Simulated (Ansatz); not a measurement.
Cost and result up the ladder for the cluster Cd₇Se₆Br₂ (15 atoms). Total charge 0; singlet. Geometry: PBE-D4/def2-SVP.

```xyz
15

Cd    0.427   -2.021   -1.040
Cd   -2.356   -2.473    0.354
Cd   -3.256   -1.282    3.602
Cd   -1.476    1.389    1.962
Cd    0.859    2.164   -0.609
Cd    0.912    0.160    1.853
Cd    3.235   -0.141   -1.416
Se   -2.303    0.946   -0.928
Se   -0.252    0.263   -2.309
Se    2.610   -2.573   -2.470
Se   -1.531    3.170   -0.355
Se    3.106    1.485    0.503
Se    2.207   -0.525   -3.789
Br   -3.665    1.898    3.181
Br    1.481   -2.460    1.462
```

Ansatz on 2 threads of AMD EPYC 7R13 on a shared host and a share (18 GiB) of an NVIDIA H100 80GB HBM3. Times are rough, and most runs start from the orbitals of an earlier one. No level here is sound enough to serve as a yardstick. Binding counts from free atoms at the same level (Cd singlet, Se triplet, Br doublet; other spins of the atoms weren't run), without zero-point energy or a counterpoise term.

In the def2 sets Cd takes a core potential; there is no spin–orbit coupling. Correlated methods freeze 72 core orbitals; core or outer-core shells of Cd, Se, Br are correlated, in sets that lack core-valence functions. The rows differ in basis, and correlated rows in double-zeta sets carry the largest basis error. Single mean-field runs in def2-SVP, def2-TZVP are fitted with def2-universal-jkfit. Another isomer (singlet) lies 2.25 eV lower at PBE0-D4/def2-TZVP; other spin states weren't run for this one.

Correlated methods converge slowly with the basis, most of all in double-zeta sets.

| level | functions | wall time | binding energy per atom (eV) |
| --- | --- | --- | --- |
| PBE-D4/def2-TZVP | 664 | 3.7 s | 1.78 |
| BLYP-D4/def2-SVP | 473 | 3.9 s | 1.65 |
| PBE-D4/def2-SVP (with forces) | 473 | 4 s | 1.81 |
| r2SCAN-D4/def2-SVP | 473 | 5.5 s | 1.78 |
| PBE0-D4/def2-TZVP | 664 | 7 s | 1.73 |
| PBE0-D4/def2-SVP | 473 | 7.5 s | 1.75 |
| MP2/def2-SVP | 473 | 9 s | 1.63 |
| RPA@PBE/def2-SVP | 473 | 10 s | 1.32 |
